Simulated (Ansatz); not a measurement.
BrFHSi, SMILES `F[SiH]Br` radical, 4 atoms. Total charge 0; spin multiplicity 2. Correlated methods include outer-core shells of Br, which these sets cover unevenly. Scalar relativity is left out up to krypton. All runs use 2 threads of a server CPU on a shared host. Correlated methods freeze the cores. Open-shell runs search over several starts.

(1) Give the basis size and wall time and peak host memory of each of these runs in Ansatz. UHF-CCSD(T)/def2-SVP energy; UKS ωB97M-V/def2-SVP energy; UHF-MP2/def2-QZVPP energy; direct RPA on PBE orbitals/def2-TZVPP energy; UHF-CCSD(T)/def2-TZVPP energy; UKS ωB97M-V/def2-QZVPP energy; UKS CAM-B3LYP-D4/def2-TZVPP energy; UKS revPBE-D4/def2-TZVPP energy; UKS PBE0-D4/def2-TZVP frequencies; UKS PBE0-D4/def2-QZVPP energy; UKS PBE0-D4/def2-TZVP relaxation (6 steps); UKS B97M-V/def2-TZVPP energy. (Estimate.)

## Answers

(1) Ansatz gave: Other jobs shared the machine, so times are rough.

```csv
level,job,functions,wall time,peak host memory (GiB)
UKS revPBE-D4/def2-TZVPP,energy,135,2.1 s,0.18
UKS CAM-B3LYP-D4/def2-TZVPP,energy,135,3.1 s,0.41
direct RPA on PBE orbitals/def2-TZVPP,energy,135,3.2 s,0.26
UKS ωB97M-V/def2-SVP,energy,69,5.5 s,0.31
UHF-CCSD(T)/def2-SVP,energy,69,5.5 s,0.29
UKS PBE0-D4/def2-QZVPP,energy,246,8 s,0.78
UKS B97M-V/def2-TZVPP,energy,135,8.5 s,0.3
UHF-MP2/def2-QZVPP,energy,246,11 s,0.83
UKS ωB97M-V/def2-QZVPP,energy,246,20 s,1
UKS PBE0-D4/def2-TZVP,relaxation (6 steps),122,23 s,0.32
UKS PBE0-D4/def2-TZVP,frequencies,122,58 s,0.32
UHF-CCSD(T)/def2-TZVPP,energy,135,66 s,1.7
```
